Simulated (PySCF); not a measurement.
CH8Ge2, SMILES [GeH3][CH2][GeH3].

Geometry optimised at PBE0-D3(BJ)/def2-SVP.

Two levels are set side by side: PBE/def2-TZVP (PySCF) and r2SCAN/def2-TZVP (PySCF). Same geometry, gas phase. Differences are taken from unrounded values.

```tsv
quantity	PBE
orbital gap (eV)	6.93
highest occupied level (eV)	-7.30
lowest empty level (eV)	-0.36
dipole moment (D)	0.75
mean polarisability (bohr³)	77.8
```

These are the PBE values. What does r2SCAN give? (The exact figures need the calculation; the answer reports its results.)


```tsv
quantity	r2SCAN	PBE minus r2SCAN
orbital gap (eV)	7.64	-0.70
highest occupied level (eV)	-7.57	0.28
lowest empty level (eV)	0.06	-0.42
dipole moment (D)	0.76	-0.01
mean polarisability (bohr³)	76.1	1.6
```

Rough cost on one machine, each run with all the roots and properties that it gave: r2SCAN against PBE about 3 times.
